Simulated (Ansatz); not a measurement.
C$_{2}$H$_{6}$ClInO$_{2}$, SMILES `C[O][In]([Cl])[O]C` at its PBE0-D4/def2-TZVP geometry, where that method's forces vanish. The species carries charge 0 and has multiplicity 1. In takes the def2 core potential.

```tsv
atom	x (Å)	y (Å)	z (Å)
C1	2.4959	0.6531	-0.6387
O2	2.1351	-0.1323	0.4763
In3	0.2573	-0.5442	0.8631
Cl4	-0.3126	-1.8184	2.6999
O5	-1.1721	0.1630	-0.2898
C6	-2.5272	-0.1716	-0.0995
H7	3.5863	0.7437	-0.6405
H8	2.0743	1.6646	-0.5980
H9	2.1946	0.1999	-1.5907
H10	-2.7983	-1.0714	-0.6650
H11	-2.7925	-0.3432	0.9510
H12	-3.1408	0.6568	-0.4681
```

(1) For each bond, give half the difference of the two atoms' forces along it (eV/Å; positive pushes the atoms apart) under PBE-D4, r2SCAN-D4, B3LYP-D4, ωB97M-V in def2-TZVPP. (Best estimate.)

Results:

(1) Ansatz gave: 
```csv
bond,length (Å),PBE-D4,r2SCAN-D4,B3LYP-D4,ωB97M-V
C1–O2,1.411,0.26,0.28,0.28,0.32
C1–H7,1.094,0.13,-0.03,-0.11,-0.14
C1–H8,1.097,0.05,-0.07,-0.09,-0.10
C1–H9,1.097,0.05,-0.07,-0.09,-0.10
O2–In3,1.961,0.22,0.03,0.05,-0.10
In3–Cl4,2.307,0.07,0.03,0.15,-0.03
In3–O5,1.968,0.23,0.03,0.08,-0.11
O5–C6,1.409,0.25,0.28,0.27,0.33
C6–H10,1.097,0.07,-0.07,-0.10,-0.11
C6–H11,1.097,0.04,-0.08,-0.10,-0.10
C6–H12,1.095,0.11,-0.04,-0.11,-0.13
```

B3LYP here is the variant with VWN-RPA as its local correlation; programs differ in this.
